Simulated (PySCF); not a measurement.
Gas-phase reaction: GaCl + 2 CCl4 ⇌ GaCl3 + 2 CCl3

Method: PySCF energies (xtb for GFN2) plus ideal-gas RRHO corrections (1 bar). † marks an energy on the PBE0/def2-TZVP geometry and frequencies; other levels use their own. Open shells (unrestricted): CCl3 (multiplicity 2); the rest are closed-shell singlets. GFN2 has no spin-polarisation term. Ga: all electrons, no relativistic terms.

LDA/def2-TZVP† gives ΔH°(298 K) = -19 kJ.

Q: What do r2SCAN/def2-TZVP†, M06-2X/def2-TZVP†, GFN2-xTB give?

A: r2SCAN/def2-TZVP†: -108 kJ; M06-2X/def2-TZVP†: -73 kJ; GFN2-xTB: -15 kJ. For scale, ΔH°(298 K) is -19 kJ at this level, -40 kJ at ωB97M-V/def2-TZVP†, and runs from -212 to -15 kJ over the 20 levels computed.
